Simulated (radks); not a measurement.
Values are calculated unless marked as measured or tabulated.
Isoelectronic series with 45 electrons, each ion in its NIST ground configuration. Code: a radial shooting solver on a logarithmic mesh with Libxc functionals. Model: scalar-relativistic Kohn-Sham, r2SCAN, spin-polarised, spherical densities, finite nucleus; open shells are filled with parallel spins first (spin-orbit coupling, left out, can overturn this in heavy ions); meta-GGA in the generalised Kohn-Sham scheme; Fermi nuclear charge, rms radius of each element as measured or else 0.836 A^(1/3) + 0.57 fm. Total energies (hartree) and mean radii <r> (bohr) (* marks an orbital that is empty in some or all of the ions):

ion    configuration  E (hartree)  4d down  5s up*
Rh      [Kr] 4d8 5s1  -4784.73656    1.590   3.199
Ag2+        [Kr] 4d9  -5315.57858    1.306   2.514
In4+        [Kr] 4d9  -5878.30441    1.107   2.071
Sb6+        [Kr] 4d9  -6473.04734   0.9734   1.790
I8+         [Kr] 4d9  -7100.05864   0.8744   1.588
Cs10+       [Kr] 4d9   -7759.6541   0.7964   1.433
La12+       [Kr] 4d9   -8452.1916   0.7328   1.308
Pr14+       [Kr] 4d9   -9178.0705   0.6795   1.205
Pm16+       [Kr] 4d9   -9937.7156   0.6341   1.119
